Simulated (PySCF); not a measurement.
Isomers of C7H11F3O, from PBE0-D3(BJ)/def2-SVP geometry optimisation, gas phase (PySCF). One conformer each, no zero-point energy, no frequencies.

Task: Which isomer lies lowest at this level?
A. `[CH3:1][C@@H:2]1[CH2:3][CH2:4][CH2:5][C@@H:6]1[O:7][C:8]([F:9])([F:10])[F:11]` with C5–C6–O7–C8 103°, C1–C2–C3–C4 -163°, C2–C3–C4–C5 18°, C3–C4–C5–C6 8°, C4–C5–C6–O7 83°: A = 1788, B = 787.4, C = 661.4 MHz, dipole 2.55 D
B. `[CH3:1][C@@H:2]1[CH2:3][CH2:4][O:5][C@H:6]([F:7])[C@@H:8]([F:9])[C@@H:10]1[F:11]` with C1–C2–C3–C4 -64°, C2–C3–C4–O5 -61°, C3–C4–O5–C6 84°, C4–O5–C6–F7 46°: A = 1265, B = 1135, C = 804.7 MHz, dipole 2.75 D
C. `[F:1][C:2]([F:3])([F:4])[CH2:5][CH2:6][C@H:7]1[CH2:8][CH2:9][O:10][CH2:11]1` with C2–C5–C6–C7 179°, C5–C6–C7–C8 64°, C6–C7–C8–C9 152°, C7–C8–C9–O10 -9°, C8–C9–O10–C11 -16°, C9–O10–C11–C7 35°: A = 2948, B = 426.2, C = 406.8 MHz, dipole 1.37 D
D. `[CH3:1][C@@H:2]1[CH2:3][CH2:4][O:5][CH2:6][C@H:7]1[C:8]([F:9])([F:10])[F:11]` with C1–C2–C3–C4 -178°, C2–C3–C4–O5 56°, C3–C4–O5–C6 -61°, C4–O5–C6–C7 61°: A = 1686, B = 882.8, C = 669.9 MHz, dipole 2.08 D

Result: A. That is `C[C@@H]1CCC[C@@H]1OC(F)(F)F`, 6.5 kcal/mol below the next.

| SMILES | mapped SMILES | E (Eh) | relative (kcal/mol) | relative (kJ/mol) | dipole (D) |
| --- | --- | --- | --- | --- | --- |
| C[C@@H]1CCC[C@@H]1OC(F)(F)F | [CH3:1][C@@H:2]1[CH2:3][CH2:4][CH2:5][C@@H:6]1[O:7][C:8]([F:9])([F:10])[F:11] | -647.00271 | 0.0 | 0.0 | 2.55 |
| C[C@@H]1CCOC[C@H]1C(F)(F)F | [CH3:1][C@@H:2]1[CH2:3][CH2:4][O:5][CH2:6][C@H:7]1[C:8]([F:9])([F:10])[F:11] | -646.99238 | 6.5 | 27.1 | 2.08 |
| FC(F)(F)CC[C@H]1CCOC1 | [F:1][C:2]([F:3])([F:4])[CH2:5][CH2:6][C@H:7]1[CH2:8][CH2:9][O:10][CH2:11]1 | -646.98301 | 12.4 | 51.7 | 1.37 |
| C[C@@H]1CCO[C@H](F)[C@@H](F)[C@@H]1F | [CH3:1][C@@H:2]1[CH2:3][CH2:4][O:5][C@H:6]([F:7])[C@@H:8]([F:9])[C@@H:10]1[F:11] | -646.95999 | 26.8 | 112.2 | 2.75 |

As drawn, the lowest has two fluorines on one carbon, which the highest lacks.
